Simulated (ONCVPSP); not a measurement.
## LDA (Perdew-Zunger) ONCV dataset for Al, scalar-relativistic all-electron reference.

aluminium (Al), optimised norm-conserving Vanderbilt (ONCV), made with ONCVPSP 4.0.1 (LDA (Perdew-Zunger), scalar-relativistic). Core [Ne], reference 3s2 3p1. Waves: 3s: rc 2.00 bohr, ncon 4, nbas 7, qcut 3.8 1/bohr, 2 projectors, debl 0.4 Ha; 3p: rc 2.60 bohr, ncon 3, nbas 8, qcut 2.7 1/bohr, 2 projectors, debl 3.7 Ha; d scattering state at 0.41 Ha: rc 2.15 bohr, ncon 4, nbas 8, qcut 4 1/bohr, 2 projectors, debl 1.6 Ha. Local part: polynomial inside 1.95 bohr (lpopt 5, dvloc0 4 Ha). Core correction: polynomial model core, fcfact 0.6.

* Cutoffs needed: 5.8 Ha and 9.2 Ha (the cutoffs (Ha) at which the residual kinetic energy of the hardest occupied pseudo-wave falls to 1 and 0.1 mHa per electron) The cutoffs count occupied waves only; projector 2 of the d channel, the hardest unoccupied one, needs 20 Ha at the loose tolerance.
* Ghost test: no bound ghost flagged; no localised positive-energy state flagged
* Largest excitation error: +2.3 meV (all-electron minus pseudo) for 3s1 3p0, out of 4 test configurations
* rms error of d²Exc/dni dnj: 3.42 mHa without and 0.26 mHa with the model core
